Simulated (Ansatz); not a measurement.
Program: Ansatz. Geometries: PBE0-D4/def2-TZVP. ΔE: electronic, gas phase. CBS: MP2 limit from def2 TZ/QZ plus the TZ coupled-cluster correction, frozen cores. DFT in def2-TZVPP. B3LYP here is the variant with VWN-RPA as its local correlation; programs differ in this. Elements past krypton have def2 core potentials. For Sn outer-core shells are correlated without core-valence functions, which leaves a few kJ/mol of doubt a bond. One conformer a species, not always the lowest.

Consider the substitution at a C–C bond: `CCCC1CCCCC1` + `[OH][SnH3]` → `CC[O][SnH3]` + `CC1CCCCC1`.

`CCCC1CCCCC1`:

Cartesian coordinates in Å:
```
C -3.116 -1.228 1.082
C -2.082 -1.040 -0.014
C -1.151 0.132 0.256
C -0.168 0.439 -0.873
C 0.605 1.734 -0.610
C 1.636 1.590 0.503
C 2.597 0.443 0.220
C 1.848 -0.858 -0.032
C 0.823 -0.695 -1.147
H -3.742 -0.337 1.190
H -3.775 -2.074 0.875
H -2.637 -1.410 2.048
H -1.501 -1.962 -0.122
H -2.586 -0.886 -0.975
H -1.759 1.028 0.431
H -0.616 -0.049 1.194
H -0.766 0.586 -1.781
H 1.123 2.027 -1.531
H -0.095 2.543 -0.376
H 1.131 1.413 1.459
H 2.189 2.527 0.620
H 3.194 0.688 -0.668
H 3.304 0.325 1.047
H 1.349 -1.176 0.891
H 2.551 -1.657 -0.287
H 0.293 -1.635 -1.320
H 1.354 -0.469 -2.080
```

`[OH][SnH3]`:

Z-matrix (Å, degrees):
```
Sn
O 1 1.970
H 1 1.709 2 108.5
H 1 1.698 2 103.1 3 119.8
H 1 1.709 2 108.5 3 -120.5
H 2 0.959 1 113.2 3 60.0
```

`CC[O][SnH3]`:

Z-matrix (Å, degrees):
```
C
C 1 1.511
H 1 1.092 2 110.3
H 1 1.093 2 110.7 3 120.2
H 1 1.092 2 110.3 3 -119.5
O 2 1.408 1 109.1 3 59.7
H 2 1.102 1 109.5 3 -61.9
H 2 1.102 1 109.5 3 -178.6
Sn 6 1.967 2 118.9 1 179.9
H 9 1.709 6 107.5 2 -60.2
H 9 1.709 6 107.5 2 59.2
H 9 1.699 6 103.9 2 179.5
```

`CC1CCCCC1`:

```xyz
21

C     1.825    0.699    1.442
C     0.624    0.017    0.810
C     0.986   -0.638   -0.519
C    -0.212   -1.307   -1.176
C    -1.363   -0.327   -1.356
C    -1.740    0.327   -0.034
C    -0.535    0.990    0.618
H     1.569    1.144    2.407
H     2.645   -0.006    1.603
H     2.199    1.500    0.796
H     0.282   -0.777    1.489
H     1.793   -1.363   -0.368
H     1.386    0.133   -1.192
H    -0.547   -2.143   -0.548
H     0.076   -1.738   -2.139
H    -2.230   -0.833   -1.792
H    -1.064    0.451   -2.070
H    -2.141   -0.437    0.643
H    -2.539    1.058   -0.185
H    -0.816    1.427    1.582
H    -0.193    1.822   -0.012
```

```
             level  ΔE (kcal/mol)  difference from CCSD(T)/CBS
            PBE-D4            7.1                         -1.2
         r2SCAN-D4            6.8                         -1.5
           PBE0-D4            7.8                         -0.5
          B3LYP-D4            6.4                         -1.9
           ωB97X-V            7.4                         -0.9
           ωB97M-V            8.0                         -0.3
            B2PLYP            6.3                         -2.0
               PBE            5.9                         -2.4
            r2SCAN            6.3                         -2.0
              PBE0            6.7                         -1.6
             B3LYP            4.7                         -3.6
     HF/def2-TZVPP            4.0                         -4.3
    MP2/def2-TZVPP            9.4                          1.1
SCS-MP2/def2-TZVPP            8.1                         -0.2
   CCSD/def2-TZVPP            7.9                         -0.4
CCSD(T)/def2-TZVPP            8.2                         -0.1
     HF/def2-QZVPP            4.0                         -4.3
    MP2/def2-QZVPP            9.5                          1.2
SCS-MP2/def2-QZVPP            8.2                         -0.1
      HF/CBS(def2)            4.0                         -4.3
     MP2/CBS(def2)            9.6                          1.3
    CCSD/CBS(def2)            8.0                         -0.3
       CCSD(T)/CBS            8.3                            0
```

Largest T1 diagnostic among the species: 0.014.

The D4 term adds +1.7 kcal/mol with B3LYP and +1.1 kcal/mol with PBE0; it sums over pairs of atoms, weighted by their polarisabilities, and B3LYP, whose exchange is more repulsive, gets the larger term. From PBE to PBE0 (25 % exact exchange), in def2-TZVPP and without D4, ΔE moves by +0.8 kcal/mol. In def2-TZVPP, CCSD(T) changes the Hartree–Fock value by +4.2 kcal/mol (the triples alone add +0.3 kcal/mol) and MP2 by +5.4 kcal/mol.
